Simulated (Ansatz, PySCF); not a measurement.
Gas-phase reaction in SMILES: Cl[Se]Cl [chloro selenohypochlorite] → Cl[Se]Cl as doublet, charge +1 + e-
Each molecule is optimised on its own at B3LYP-D3(BJ)/def2-TZVP (Ansatz, a program for electronic structure). Frequencies are from Ansatz or PySCF. A spin state is the lowest found, not a proven ground state.
Geometry of the first species:
SMILES: Cl[Se]Cl
```xyz
3

Se    -0.0048    -0.0006     0.6866
Cl     1.1124     1.2742    -0.6777
Cl    -1.1027    -1.2730    -0.6955
```

Wanted: adiabatic ionisation energy (0 K, with B3LYP-D3(BJ) harmonic zero-point energies), in eV. Cores are frozen in the correlated levels unless marked. UHF or UKS for open shells. Spin-orbit coupling is left out. The frozen core is the preceding noble-gas configuration, with the filled d and f shells of earlier blocks. No relativistic terms. CBS marks a two-point X^-3 extrapolation of the correlation energy; Hartree-Fock from the larger set. The bracket is a focal-point correction in the basis named.

```
level                                                                 program  adiabatic ionisation energy (eV)
-------------------------------------------------------------  --------------  --------------------------------
BP86-D4/def2-TZVPD                                              PySCF + dftd4                              9.09
PBE0/def2-SVP                                                          Ansatz                              9.24
CAM-B3LYP-D3(BJ)/def2-TZVPD                                    Ansatz + dftd3                              9.31
B2GP-PLYP-D3(BJ)/def2-TZVPD                                    Ansatz + dftd3                              9.20
SCS-MP2/def2-SVPD                                                      Ansatz                              9.34
CCSD/STO-3G                                                            Ansatz                              7.82
RI-MP2/CBS(def2-TZVPPD,def2-QZVPPD)+[CCSD(T)-MP2]/def2-TZVPPD          Ansatz                              9.34
```
